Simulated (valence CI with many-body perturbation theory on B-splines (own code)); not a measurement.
## Ag33+: calculated level list

Method: relativistic CI+MBPT: four valence electrons over a frozen Dirac-Fock core [Ne], a basis of 11 s, 11 p, 9 d, 7 f, 5 g, 2 h, 1 i functions for each j, with the one-electron correlation potential Σ1 (screened to all orders), the two-electron term Σ2, the three-electron term Σ3, Breit, model QED; selected single and double excitations, second order for the rest (own B-spline code, finite nucleus).

The last digits are not significant, and no measured levels were compared; by estimate large intervals hold to a few tenths of a per cent, small ones and those within an open d or f shell to about a per cent.

Levels 1 to 45 of 70, with energies above the lowest level, (3s^2 3p1/2^2) J=0. "Leading %" is the weight of the configuration and term that name the level; weights of strongly mixed levels are sums over their largest components and can fall short. In the jj column 3d3/2^4 stands for four electrons in 3d with j = 3/2.

```tsv
No.	Configuration	Term	J	E (eV)	Leading %	Leading jj	Second component
1	3s²3p²	³P	0	0.00	75	3s^2 3p1/2^2 (97 %)	23 % 3s²3p² ¹S
2	3s²3p²	³P	1	36.39	98	3s^2 3p1/2 3p3/2 (98 %)	
3	3s²3p²	¹D	2	41.64	56	3s^2 3p1/2 3p3/2 (97 %)	42 % 3s²3p² ³P
4	3s²3p²	³P	2	81.86	56	3s^2 3p3/2^2 (97 %)	42 % 3s²3p² ¹D
5	3s²3p²	¹S	0	93.70	74	3s^2 3p3/2^2 (96 %)	23 % 3s²3p² ³P
6	3s3p³	⁵S°	2	117.53	53	3s 3p1/2^2 3p3/2 (85 %)	32 % 3s3p³ ³P°
7	3s3p³	³D°	1	134.41	48	3s 3p1/2^2 3p3/2 (76 %)	20 % 3s3p³ ³P°
8	3s3p³	³D°	2	150.79	46	3s 3p1/2 3p3/2^2 (79 %)	32 % 3s3p³ ⁵S°
9	3s²3p3d	³F°	2	157.63	57	3s^2 3p1/2 3d3/2 (87 %)	26 % 3s²3p3d ¹D°
10	3s3p³	³D°	3	159.58	80	3s 3p1/2 3p3/2^2 (80 %)	14 % 3s²3p3d ³D°
11	3s3p³	³P°	0	171.52	90	3s 3p1/2 3p3/2^2 (90 %)	9 % 3s²3p3d ³P°
12	3s3p³	³P°	1	174.09	44	3s 3p1/2 3p3/2^2 (62 %)	22 % 3s²3p3d ³D°
13	3s²3p3d	³F°	2	177.37	29	3s 3p1/2 3p3/2^2 (42 %)	22 % 3s3p³ ³D°
14	3s²3p3d	³F°	3	180.20	73	3s^2 3p1/2 3d5/2 (74 %)	10 % 3s3p³ ³D°
15	3s²3p3d	³P°	1	182.28	24	3s^2 3p1/2 3d3/2 (47 %)	23 % 3s²3p3d ³D°
16	3s²3p3d	³D°	2	187.70	28	3s^2 3p1/2 3d5/2 (53 %)	22 % 3s²3p3d ³P°
17	3s3p³	³S°	1	189.47	32	3s 3p1/2 3p3/2^2 (73 %)	19 % 3s3p³ ³D°
18	3s²3p3d	³P°	2	203.14	28	3s^2 3p3/2 3d5/2 (47 %)	24 % 3s3p³ ³P°
19	3s²3p3d	³F°	4	211.64	98	3s^2 3p3/2 3d5/2 (98 %)	
20	3s²3p3d	³P°	1	216.00	40	3s^2 3p3/2 3d3/2 (74 %)	29 % 3s²3p3d ³D°
21	3s²3p3d	³D°	2	216.66	44	3s^2 3p3/2 3d3/2 (74 %)	21 % 3s²3p3d ¹D°
22	3s²3p3d	³D°	3	217.75	48	3s^2 3p3/2 3d3/2 (67 %)	22 % 3s²3p3d ¹F°
23	3s²3p3d	³P°	0	218.24	89	3s^2 3p3/2 3d3/2 (89 %)	9 % 3s3p³ ³P°
24	3s²3p3d	³P°	1	230.96	27	3s^2 3p3/2 3d5/2 (46 %)	26 % 3s²3p3d ¹P°
25	3s²3p3d	³P°	2	232.62	26	3s^2 3p3/2 3d5/2 (48 %)	20 % 3s3p³ ³P°
26	3s²3p3d	¹F°	3	234.47	66	3s^2 3p3/2 3d5/2 (76 %)	30 % 3s²3p3d ³D°
27	3s3p²3d	⁵F	1	241.12	64	3s 3p1/2^2 3d3/2 (84 %)	20 % 3s3p²3d ³D
28	3s3p²3d	⁵F	2	243.37	36	3s 3p1/2^2 3d3/2 (73 %)	16 % 3s3p²3d ⁵D
29	3s²3p3d	¹P°	1	245.52	44	3s^2 3p3/2 3d5/2 (46 %)	26 % 3s3p³ ¹P°
30	3p⁴	³P	2	255.28	29	3p1/2^2 3p3/2^2 (42 %)	18 % 3s3p²3d ⁵F
31	3s3p²3d	⁵F	3	255.29	34	3s 3p1/2^2 3d5/2 (75 %)	31 % 3s3p²3d ⁵D
32	3s3p²3d	⁵D	0	269.39	44	3s 3p1/2 3p3/2 3d3/2 (64 %)	16 % 3s3p²3d ³P
33	3s3p²3d	³F	2	270.83	49	3s 3p1/2 3p3/2 3d3/2 (68 %)	18 % 3s3p²3d ⁵D
34	3s3p²3d	⁵D	1	271.67	60	3s 3p1/2 3p3/2 3d3/2 (93 %)	16 % 3s3p²3d ⁵F
35	3s3p²3d	⁵F	3	274.03	45	3s 3p1/2 3p3/2 3d3/2 (79 %)	30 % 3s3p²3d ³F
36	3s3p²3d	⁵D	0	275.09	46	3s 3p1/2 3p3/2 3d3/2 (41 %)	22 % 3p⁴ ¹S
37	3s3p²3d	⁵F	2	276.23	20	3s 3p1/2 3p3/2 3d3/2 (33 %)	14 % 3s3p²3d ⁵D
38	3s3p²3d	⁵F	4	277.91	77	3s 3p1/2 3p3/2 3d5/2 (70 %)	12 % 3s3p²3d ⁵D
39	3s3p²3d	⁵D	4	281.28	46	3s 3p1/2 3p3/2 3d5/2 (50 %)	42 % 3s3p²3d ³F
40	3s3p²3d	⁵D	2	288.29	17	3s 3p1/2 3p3/2 3d5/2 (73 %)	14 % 3s3p²3d ³P
41	3s3p²3d	⁵P	3	288.36	51	3s 3p1/2 3p3/2 3d5/2 (56 %)	27 % 3s3p²3d ³F
42	3s3p²3d	³P	1	288.63	38	3s 3p1/2 3p3/2 3d5/2 (58 %)	27 % 3p⁴ ³P
43	3s3p²3d	⁵F	5	288.83	69	3s 3p1/2 3p3/2 3d5/2 (87 %)	30 % 3s3p²3d ³G
44	3s3p²3d	³F	2	290.70	49	3s 3p1/2 3p3/2 3d3/2 (54 %)	11 % 3p⁴ ³P
45	3s3p²3d	⁵P	2	293.84	50	3s 3p1/2 3p3/2 3d3/2 (69 %)	17 % 3s3p²3d ³D
```

The ionisation energy to 3s²3p ²P°1/2 of the next ion comes out as 2075.5 eV (NIST: 2077 ± 4 eV (semi-empirical)). All 70 levels together are meant to be complete up to 334.04 eV.
